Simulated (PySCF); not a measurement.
CdS (SMILES [S]=[Cd]), singlet, geometry from GFN2-xTB (such geometries of metal compounds can be far from the true shape) (core potentials on Cd); PySCF with DF-TPSS/def2-TZVPD.

Here is a job for PySCF.
```python
from pyscf import gto, scf, dft
import numpy

mol = gto.M(
    atom='''
Cd   -0.00000000   -0.00000000   -0.55920001
S     0.00000000    0.00000000    1.67760003
''',
    basis='def2-tzvpd',
    ecp={'Cd': 'def2-tzvpd'},
    verbose=4,
)
print('smallest overlap eigenvalue', numpy.linalg.eigvalsh(mol.intor('int1e_ovlp'))[0])

mf = dft.RKS(mol)
mf.xc = 'tpss'
mf = mf.density_fit(auxbasis='def2-universal-jkfit')
mf = scf.addons.remove_linear_dep_(mf, threshold=1e-8, lindep=1e-8)
mf.kernel()
```

Problem. Write the output that PySCF gives for this input, abridged.

Solution. 
```
PySCF version 2.14.0

[INPUT] verbose = 4
[INPUT] num. atoms = 2
[INPUT] num. electrons = 36
[INPUT] charge = 0
[INPUT] spin (= nelec alpha-beta = 2S) = 0
[INPUT] symmetry False subgroup None
[INPUT] Mole.unit = angstrom
[INPUT] Symbol           X                Y                Z      unit          X                Y                Z       unit  Magmom
[INPUT]  1 Cd     0.000000000000   0.000000000000  -0.559200010000 AA    0.000000000000   0.000000000000  -1.056734867754 Bohr   0.0
[INPUT]  2 S      0.000000000000   0.000000000000   1.677600030000 AA    0.000000000000   0.000000000000   3.170204603262 Bohr   0.0

nuclear repulsion = 75.7048929122873
number of shells = 30
number of NR pGTOs = 137
number of NR cGTOs = 86
basis = def2-tzvpd
ecp = {'Cd': 'def2-tzvpd'}
input.py:18: DeprecationWarning: remove_linear_dep_ is deprecated and will be removed in a future release. Linear dependency handling is now built into the SCF procedure by default. Linear dependency removal can be controlled using the following settings:
  pyscf.scf.hf.remove_overlap_zero_eigenvalue = True
  pyscf.scf.hf.overlap_zero_eigenvalue_threshold = 1e-6

  mf = scf.addons.remove_linear_dep_(mf, threshold=1e-8, lindep=1e-8)
smallest overlap eigenvalue 0.0029826160436677357

******** <class 'pyscf.df.df_jk.DFRKS'> ********
method = DFRKS
initial guess = minao
damping factor = 0
level_shift factor = 0
DIIS = <class 'pyscf.scf.diis.CDIIS'>
diis_start_cycle = 1
diis_space = 8
diis_damp = 0
SCF conv_tol = 1e-09
SCF conv_tol_grad = None
SCF max_cycles = 50
direct_scf = False
XC library pyscf.dft.libxc version 7.1.2
    S. Lehtola, C. Steigemann, M. J. T. Oliveira, and M. A. L. Marques,  SoftwareX 7, 1–5 (2018)
XC functionals = tpss
    J. Tao, J. P. Perdew, V. N. Staroverov, and G. E. Scuseria,  Phys. Rev. Lett. 91, 146401 (2003)
    J. P. Perdew, J. Tao, V. N. Staroverov, and G. E. Scuseria,  J. Chem. Phys. 120, 6898 (2004)
    J. Tao, J. P. Perdew, V. N. Staroverov, and G. E. Scuseria,  Phys. Rev. Lett. 91, 146401 (2003)
    J. P. Perdew, J. Tao, V. N. Staroverov, and G. E. Scuseria,  J. Chem. Phys. 120, 6898 (2004)
radial grids:
    Treutler-Ahlrichs [JCP 102, 346 (1995); DOI:10.1063/1.469408] (M4) radial grids

becke partition: Becke, JCP 88, 2547 (1988); DOI:10.1063/1.454033
pruning grids: <function nwchem_prune>
grids dens level: 3
symmetrized grids: False
atomic radii adjust function: <function treutler_atomic_radii_adjust>
small_rho_cutoff = 0
Set gradient conv threshold to 3.16228e-05
Initial guess from minao.
tot grids = 41272
init E= -553.863840333432

WARN: HOMO -0.642041555153448 == LUMO -0.642041555153444

cycle= 1 E= -563.326426456364  delta_E= -9.46  |g|= 3.91  |ddm|= 7.07
  HOMO = -0.0117351801722417  LUMO = 0.000825758375321103  gap/eV = 0.34180
cycle= 2 E= -522.842463145835  delta_E= 40.5  |g|= 8.02  |ddm|= 9.49
  HOMO = -0.392753535167136  LUMO = -0.307948903528992  gap/eV = 2.30765
cycle= 3 E= -560.429665590595  delta_E= -37.6  |g|= 3.36  |ddm|= 9.02
  HOMO = -0.550537839402336  LUMO = -0.322647883384946  gap/eV = 6.20120
cycle= 4 E= -565.131367106918  delta_E= -4.7  |g|= 1.68  |ddm|= 5.78
  HOMO = -0.100996944630473  LUMO = -0.098279314369902  gap/eV = 0.07395
cycle= 5 E= -565.149475267634  delta_E= -0.0181  |g|= 1.36  |ddm|=  3.1
  HOMO = -0.242858123565811  LUMO = -0.15392075243309  gap/eV = 2.42011
cycle= 6 E= -565.817433844964  delta_E= -0.668  |g|= 0.444  |ddm|= 2.28
  HOMO = -0.204128635099611  LUMO = -0.170578398503244  gap/eV = 0.91295
cycle= 7 E= -565.880902824395  delta_E= -0.0635  |g|= 0.153  |ddm|= 0.525
  HOMO = -0.186816815783486  LUMO = -0.168039852656255  gap/eV = 0.51095
cycle= 8 E= -565.886666407041  delta_E= -0.00576  |g|= 0.0768  |ddm|= 0.256
  HOMO = -0.197002787350922  LUMO = -0.173126745799369  gap/eV = 0.64970
cycle= 9 E= -565.887171015775  delta_E= -0.000505  |g|= 0.0512  |ddm|= 0.143
  HOMO = -0.196473686065366  LUMO = -0.172997023900803  gap/eV = 0.63883
cycle= 10 E= -565.887913045498  delta_E= -0.000742  |g|= 0.0299  |ddm|= 0.0328
  HOMO = -0.194977967816512  LUMO = -0.173590171365495  gap/eV = 0.58199
cycle= 11 E= -565.888268239195  delta_E= -0.000355  |g|= 0.00534  |ddm|= 0.0436
  HOMO = -0.194986258408289  LUMO = -0.173913384818604  gap/eV = 0.57342
cycle= 12 E= -565.888276842289  delta_E= -8.6e-06  |g|= 0.000705  |ddm|= 0.00572
  HOMO = -0.19489452523114  LUMO = -0.173810299325926  gap/eV = 0.57373
cycle= 13 E= -565.888276976078  delta_E= -1.34e-07  |g|= 0.00034  |ddm|= 0.000838
  HOMO = -0.194876570227503  LUMO = -0.173817410841481  gap/eV = 0.57305
cycle= 14 E= -565.888277024622  delta_E= -4.85e-08  |g|= 1.02e-05  |ddm|= 0.00056
  HOMO = -0.194878631253062  LUMO = -0.173818294654246  gap/eV = 0.57308
cycle= 15 E= -565.888277024659  delta_E= -3.75e-11  |g|= 9.54e-07  |ddm|= 1.27e-05
  HOMO = -0.194878287408205  LUMO = -0.173818076186672  gap/eV = 0.57308
Extra cycle  E= -565.888277024658  delta_E= 1.36e-12  |g|= 1.46e-06  |ddm|= 2.57e-06
converged SCF energy = -565.888277024658
```
